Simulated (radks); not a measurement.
Polarisability of neutral rhenium, [Xe] 4f14 5d5 6s2, at imaginary frequency. Calculated with a radial shooting solver on a logarithmic mesh with Libxc functionals: scalar-relativistic Kohn-Sham, LB94 model potential, spin-unpolarised, spherical densities, finite nucleus; Fermi nuclear charge, rms radius 5.3698 fm. Response by self-consistent Sternheimer equations with the Hartree and adiabatic LDA kernel, the relativistic mass of each level held fixed and spin-orbit coupling left out.

| w (hartree) | alpha1(iw) (bohr^3) |
|---|---|
| 0.00266 | 47.41 |
| 0.0143 | 47.28 |
| 0.0360 | 46.53 |
| 0.0697 | 44.31 |
| 0.118 | 39.64 |
| 0.186 | 32.50 |
| 0.280 | 24.35 |
| 0.413 | 17.01 |
| 0.605 | 11.33 |
| 0.892 | 7.227 |
| 1.35 | 4.351 |
| 2.12 | 2.388 |
| 3.59 | 1.130 |
| 6.94 | 0.4257 |
| 17.5 | 0.1034 |

Static values: alpha1 = 47.42 bohr^3 (7.027 angstrom^3; uncoupled 96.84). C6 = 520.5, triple-dipole C9 = 17140 atomic units. One-pole (London) frequency 4 C6 / (3 alpha1^2) = 0.309 hartree, against 0.368 for minus the highest occupied eigenvalue. Recommended static value: 62 bohr^3 (Schwerdtfeger and Nagle, 2023 table).

Beside tabulated values, note that spin-unpolarised runs miss the spin-polarisation part of the exchange energy of open shells.
